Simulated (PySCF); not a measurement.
Working out the excitation energy of Sb

Sb [Kr] 4d10 5s2 5p3 (4S) → Sb [Kr] 4d10 5s1 5p4 (4P). Calculation: PySCF 2.14, in aug-cc-pVTZ-PP with ECP28MDF; a scalar-relativistic core potential. Frozen: 4s2 4p6 4d10. Energies in hartree (1 hartree = 27.21139 eV):

```tsv
part	Sb (lower)	Sb (upper)
UHF	-239.277766	-239.006003
MP2 opposite-spin	-0.044701	-0.043181
MP2 same-spin	-0.016538	-0.016320
```

Problem. What does Hartree-Fock give?

Solution. (-239.006003) − (-239.277766) = 0.271763 hartree = 7.395 eV.

Problem. What do MP2 and SCS-MP2 (6/5 opposite-spin, 1/3 same-spin) give?

Solution. The opposite-spin parts differ by 0.041 eV and the same-spin parts by 0.006 eV. MP2: 7.395 + (0.041) + (0.006) = 7.442 eV. SCS-MP2: 7.395 + 1.2 × (0.041) + (0.006)/3 = 7.446 eV.
